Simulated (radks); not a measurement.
These are the eigenvalues of the occupied orbitals of an atom or ion with whole-number occupations (hartree). All-electron calculation, scalar-relativistic Kohn-Sham, PBE, spin-polarised, spherical densities, finite nucleus; Fermi nuclear charge, rms radius of each element as measured or else 0.836 A^(1/3) + 0.57 fm. Program: a radial shooting solver on a logarithmic mesh with Libxc functionals.

1s down: -2556.890
1s up: -2556.890
2s up: -444.6150
2s down: -444.6143
2p up: -389.4203
2p down: -389.4197
3s up: -105.4670
3s down: -105.4443
3p up: -89.11411
3p down: -89.09128
3d up: -70.27841
3d down: -70.26103
4s up: -24.86523
4s down: -24.82365
4p up: -19.48591
4p down: -19.44562
4d up: -12.66082
4d down: -12.62161
5s up: -6.46943
5s down: -6.45364
4f up: -5.07149
4f down: -5.03366
5p up: -5.03257
5p down: -5.02097

Which element is it, and in what charge state? The configuration may be excited. Open shells, if any, are filled with parallel spins first.

Answer. Z = 74, tungsten, charge +7: W7+ in [Xe] 4f13. The list shows which subshells hold electrons but not how many an open one holds; the 1s level, -2556.9 hartree, gives Z - s = 71.5 by -(Z - s)^2/2, which with screening and relativity narrows Z to a few neighbours, and the depths of the outer levels then fix element, charge and occupations together.
